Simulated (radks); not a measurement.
Values are calculated unless marked as measured or tabulated.
All-electron atom: Co in [Ar] 3d8 5p1 (not the ground configuration).

Level of theory: Dirac Kohn-Sham, BLYP, spin-unpolarised, spherical densities, point nucleus; open shells fill j = l - 1/2 first (a radial shooting solver on a logarithmic mesh with Libxc functionals).

Energy parts (eV):
total: -37914.801
kinetic: 38485.770
electron-nucleus: -90885.139
Hartree: 16111.833
exchange-correlation: -1627.266

Orbitals (lengths in bohr, moments of r in powers of bohr; r(max) is where P^2 peaks):
orbital  occ.  eigenvalue (eV)   r(max)       <r^4>  small-component weight
1s1/2       2        -7594.252  0.03677  0.00004636                9.45e-03
2s1/2       2        -898.4996   0.2132     0.01035                1.75e-03
2p1/2       2        -779.6996   0.1701    0.007596                1.74e-03
2p3/2       4        -764.8538   0.1727    0.007960                1.71e-03
3s1/2       2        -102.5226   0.6695      0.8035                3.80e-04
3p1/2       2         -67.2379   0.6747       1.117                3.37e-04
3p3/2       4         -65.4072   0.6824       1.176                3.30e-04
3d3/2       4          -9.4581   0.6750       9.848                1.99e-04
3d5/2       4          -9.2815   0.6780       10.21                1.97e-04
5p1/2       1          -0.9358    9.680       24160                2.94e-06

The highest occupied level is 5p1/2 at -0.936 eV. Summed over all electrons, <r^2> = 151.9 bohr^2, which gives a Langevin (diamagnetic) susceptibility term of -120 x 10^-6 cm^3/mol. The density falls to 0.001 e/bohr^3 at r = 3.50 bohr.

Empty levels of this run are not shown, since the potential may be unsettled where no density lies.
